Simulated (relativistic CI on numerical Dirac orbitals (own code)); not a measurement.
Level scheme of Pr³⁶⁺

Method of calculation: Dirac-Coulomb-Breit CI, KLI orbitals optimised for each configuration, model QED, unscaled Slater integrals (own radial code, finite nucleus).

Configurations in the expansion (outside the closed core [Ne]): 3s²3p⁶3d⁵, 3s²3p⁵3d⁶, 3s²3p⁴3d⁷, 3s3p⁶3d⁶, 3p⁶3d⁷, 3s3p⁵3d⁷, 3s²3p⁶3d⁴4s, 3s²3p⁶3d⁴4p, 3s²3p⁴3d⁶4s, 3s²3p⁶3d⁴4d, 3s²3p⁴3d⁶4p, 3s²3p⁵3d⁵4s, 3s²3p⁶3d⁴4f, 3s3p⁵3d⁶4s, 3s²3p⁵3d⁵4p, 3s3p⁵3d⁶4p, 3s²3p⁶3d³4s², 3s3p⁶3d⁵4s, 3s²3p⁶3d³4s4p, 3p⁶3d⁶4p. Levels of other configurations are missing.

The lowest level is 3s²3p⁶3d⁵ ⁶S5/2, with 32 % of that term; Hund's rules for 3s²3p⁶3d⁵ give ⁶S with J = 5/2, in agreement.

| No. | Configuration | Term | J | E (eV) | % | Next component (%) | Lifetime (s) | jj configuration (%) |
| --- | --- | --- | --- | --- | --- | --- | --- | --- |
| 1 | 3s²3p⁶3d⁵ | ⁶S | 5/2 | 0.000 | 32 | 31 ⁴P |  | 3d5/2 (76) |
| 2 | 3s²3p⁶3d⁵ | ⁶S | 5/2 | 16.246 | 35 | 25 ²F | 1.22e-05 | 3d3/2^3 3d5/2^2 (66) |
| 3 | 3s²3p⁶3d⁵ | ⁴G | 7/2 | 25.622 | 40 | 23 ²F | 2.15e-05 | 3d3/2^3 3d5/2^2 (97) |
| 4 | 3s²3p⁶3d⁵ | ⁴D | 3/2 | 26.215 | 40 | 36 ⁴P | 6.70e-06 | 3d3/2^3 3d5/2^2 (95) |
| 5 | 3s²3p⁶3d⁵ | ⁴G | 11/2 | 27.109 | 46 | 36 ²H |  | 3d3/2^3 3d5/2^2 (94) |
| 6 | 3s²3p⁶3d⁵ | ⁴G | 9/2 | 30.074 | 46 | 20 ⁴F | 1.18e-03 | 3d3/2^3 3d5/2^2 (87) |
| 7 | 3s²3p⁶3d⁵ | ⁴D | 5/2 | 31.255 | 38 | 19 ⁴G | 2.79e-05 | 3d3/2^3 3d5/2^2 (75) |
| 8 | 3s²3p⁶3d⁵ | ⁴P | 1/2 | 32.249 | 57 | 22 ⁴D | 2.62e-04 | 3d3/2^3 3d5/2^2 (76) |
| 9 | 3s²3p⁶3d⁵ | ²F | 7/2 | 36.317 | 35 | 27 ⁴F | 1.03e-04 | 3d3/2^3 3d5/2^2 (89) |
| 10 | 3s²3p⁶3d⁵ | ²D | 5/2 | 41.062 | 34 | 20 ⁴G | 4.46e-06 | 3d3/2^2 3d5/2^3 (67) |
| 11 | 3s²3p⁶3d⁵ | ²D | 3/2 | 43.872 | 54 | 22 ⁴F | 3.08e-05 | 3d3/2^3 3d5/2^2 (64) |
| 12 | 3s²3p⁶3d⁵ | ⁴D | 7/2 | 45.952 | 49 | 35 ⁴G | 9.13e-06 | 3d3/2^2 3d5/2^3 (94) |
| 13 | 3s²3p⁶3d⁵ | ²I | 11/2 | 47.080 | 55 | 41 ⁴G | 1.25e-05 | 3d3/2^2 3d5/2^3 (95) |
| 14 | 3s²3p⁶3d⁵ | ⁴G | 9/2 | 48.682 | 47 | 41 ²G | 1.31e-05 | 3d3/2^2 3d5/2^3 (87) |
| 15 | 3s²3p⁶3d⁵ | ⁴D | 1/2 | 49.856 | 76 | 15 ⁴P | 7.09e-06 | 3d3/2^2 3d5/2^3 (93) |
| 16 | 3s²3p⁶3d⁵ | ⁴P | 3/2 | 50.801 | 51 | 33 ⁴F | 3.80e-06 | 3d3/2^2 3d5/2^3 (91) |
| 17 | 3s²3p⁶3d⁵ | ²I | 13/2 | 51.176 | 100 |  | 6.22e-05 | 3d3/2^2 3d5/2^3 (100) |
| 18 | 3s²3p⁶3d⁵ | ²F | 5/2 | 52.942 | 40 | 23 ⁴D | 7.00e-06 | 3d3/2^2 3d5/2^3 (88) |
| 19 | 3s²3p⁶3d⁵ | ²H | 9/2 | 56.879 | 53 | 46 ⁴F | 5.33e-06 | 3d3/2^2 3d5/2^3 (99) |
| 20 | 3s²3p⁶3d⁵ | ²G | 7/2 | 59.040 | 61 | 34 ²F | 2.01e-05 | 3d3/2^2 3d5/2^3 (98) |
| 21 | 3s²3p⁶3d⁵ | ⁴F | 5/2 | 59.688 | 57 | 22 ²D | 5.34e-06 | 3d3/2^2 3d5/2^3 (92) |
| 22 | 3s²3p⁶3d⁵ | ²D | 3/2 | 62.216 | 85 | 9 ⁴F | 1.39e-05 | 3d3/2^2 3d5/2^3 (63) |
| 23 | 3s²3p⁶3d⁵ | ²F | 7/2 | 64.455 | 46 | 39 ²G | 8.43e-06 | 3d3/2^2 3d5/2^3 (83) |
| 24 | 3s²3p⁶3d⁵ | ²S | 1/2 | 64.994 | 50 | 25 ⁴P | 5.43e-06 | 3d3/2^2 3d5/2^3 (60) |
| 25 | 3s²3p⁶3d⁵ | ⁴P | 5/2 | 68.616 | 33 | 28 ²F | 2.33e-06 | 3d3/2 3d5/2^4 (84) |
| 26 | 3s²3p⁶3d⁵ | ²G | 9/2 | 70.549 | 65 | 18 ²H | 1.27e-05 | 3d3/2^2 3d5/2^3 (81) |
| 27 | 3s²3p⁶3d⁵ | ⁴F | 7/2 | 75.111 | 35 | 27 ²F | 3.41e-06 | 3d3/2 3d5/2^4 (95) |
| 28 | 3s²3p⁶3d⁵ | ²H | 11/2 | 76.925 | 59 | 28 ²I | 3.92e-06 | 3d3/2 3d5/2^4 (98) |
| 29 | 3s²3p⁶3d⁵ | ²D | 3/2 | 78.080 | 47 | 24 ⁴D | 2.65e-06 | 3d3/2 3d5/2^4 (86) |
| 30 | 3s²3p⁶3d⁵ | ²D | 5/2 | 81.171 | 63 | 25 ²F | 4.18e-06 | 3d3/2 3d5/2^4 (57) |
| 31 | 3s²3p⁶3d⁵ | ²G | 9/2 | 83.894 | 74 | 11 ²H | 5.00e-06 | 3d3/2 3d5/2^4 (79) |
| 32 | 3s²3p⁶3d⁵ | ²P | 3/2 | 84.041 | 76 | 19 ²D | 9.51e-06 | 3d3/2^2 3d5/2^3 (87) |
| 33 | 3s²3p⁶3d⁵ | ²D | 5/2 | 87.155 | 66 | 21 ²F | 4.81e-06 | 3d3/2^2 3d5/2^3 (43) |
| 34 | 3s²3p⁶3d⁵ | ²G | 7/2 | 89.120 | 66 | 26 ²F | 4.64e-06 | 3d3/2 3d5/2^4 (89) |
| 35 | 3s²3p⁶3d⁵ | ²P | 1/2 | 97.408 | 72 | 23 ²S | 4.10e-06 | 3d3/2 3d5/2^4 (75) |
| 36 | 3s²3p⁶3d⁵ | ²D | 5/2 | 106.965 | 62 | 15 ²F | 1.76e-06 | 3d5/2^5 (70) |
| 37 | 3s²3p⁶3d⁵ | ²D | 3/2 | 107.227 | 75 | 20 ²P | 2.78e-06 | 3d3/2 3d5/2^4 (87) |
| 38 | 3s²3p⁵3d⁶ | ⁶F° | 11/2 | 245.361 | 61 | 30 ⁴G° | 2.45e-10 | 3p3/2^3 3d5/2^2 (76) |
| 39 | 3s²3p⁵3d⁶ | ⁴P° | 5/2 | 252.053 | 40 | 25 ²D° | 1.45e-10 | 3p3/2^3 3d5/2^2 (86) |
| 40 | 3s²3p⁵3d⁶ | ⁴F° | 9/2 | 252.883 | 41 | 36 ⁶D° | 3.34e-10 | 3p3/2^3 3d5/2^2 (80) |
| 41 | 3s²3p⁵3d⁶ | ⁴D° | 7/2 | 256.102 | 47 | 13 ⁴F° | 1.97e-11 | 3p3/2^3 3d5/2^2 (83) |
| 42 | 3s²3p⁵3d⁶ | ²P° | 1/2 | 259.890 | 32 | 26 ²S° | 2.13e-10 | 3p3/2^3 3d5/2^2 (85) |
| 43 | 3s²3p⁵3d⁶ | ⁶F° | 9/2 | 265.009 | 63 | 13 ⁴F° | 8.55e-11 | 3p3/2^3 3d3/2^3 3d5/2^3 (82) |
| 44 | 3s²3p⁵3d⁶ | ⁴P° | 3/2 | 268.816 | 29 | 28 ²P° | 7.99e-11 | 3p3/2^3 3d5/2^2 (44) |
| 45 | 3s²3p⁵3d⁶ | ⁶F° | 11/2 | 269.264 | 28 | 24 ⁴H° | 8.07e-11 | 3p3/2^3 3d3/2^3 3d5/2^3 (75) |

Energies count from the lowest computed level; ° marks odd parity; lifetimes are radiative, by E1, M1, E2, M2 decay to levels of this space only; some are left blank where a channel outside the calculation adds to the decay or the decay crosses a small, uncertain gap. Filled j subshells are mostly left out of the jj labels.

The mean weight of the leading LS term, summed over parents, in these 45 levels is 52 %, and that of the leading jj configuration (from the same eigenvectors) 82 %, so jj coupling describes them better and the LS labels are nominal.

At this charge energies of transitions that change n are usually good to better than 1 %, and those within a shell (Δn = 0) to a few per cent. Terms inside the open d or f shell come out 10 to 20 % too wide with unscaled integrals.

LS names give the leading component of a level, which can be under half, so a name can repeat, a term be missing and a line seem to break the LS rules.
